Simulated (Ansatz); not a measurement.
One change: `[SH][GeH3]` becomes `[SH][GeH2][Cl]`.

Ansatz, PBE0-D4/def2-TZVP geometries, multiplicity 1. Each molecule was computed in one conformer, which needn't be the lowest.

Scalar relativity is left out up to krypton.

| property | `[SH][GeH3]` |
| --- | --- |
| size of the dipole moment (ωB97M-V/def2-TZVPP) / D | 1.27 |
| HOMO energy (B3LYP/def2-TZVPP) / eV | -7.07 |
| LUMO energy (PBE/def2-TZVPP) / eV | -0.91 |
| HOMO–LUMO gap (PBE/def2-TZVPP) / eV | 5.18 |
| size of the dipole moment (PBE/def2-TZVPP) / D | 1.21 |
| LUMO energy (ωB97M-V/def2-TZVPP) / eV | 1.86 |

Question: What does the change do to each property? (Estimate.)

Answer: The calculation gave: 
| property | `[SH][GeH2][Cl]` | shift |
| --- | --- | --- |
| size of the dipole moment (ωB97M-V/def2-TZVPP) / D | 1.67 | 0.40 |
| HOMO energy (B3LYP/def2-TZVPP) / eV | -7.57 | -0.50 |
| LUMO energy (PBE/def2-TZVPP) / eV | -1.54 | -0.63 |
| HOMO–LUMO gap (PBE/def2-TZVPP) / eV | 5.04 | -0.14 |
| size of the dipole moment (PBE/def2-TZVPP) / D | 1.57 | 0.36 |
| LUMO energy (ωB97M-V/def2-TZVPP) / eV | 1.38 | -0.48 |

With PBE0 the HOMO falls by 0.51 eV and the LUMO falls by 0.60 eV, so the gap narrows by about 0.09 eV. PBE moves the HOMO by -0.50 eV and ωB97M-V by -0.51 eV. Dipoles are sizes alone; their direction can turn.

B3LYP here is the variant with VWN-RPA as its local correlation; programs differ in this.
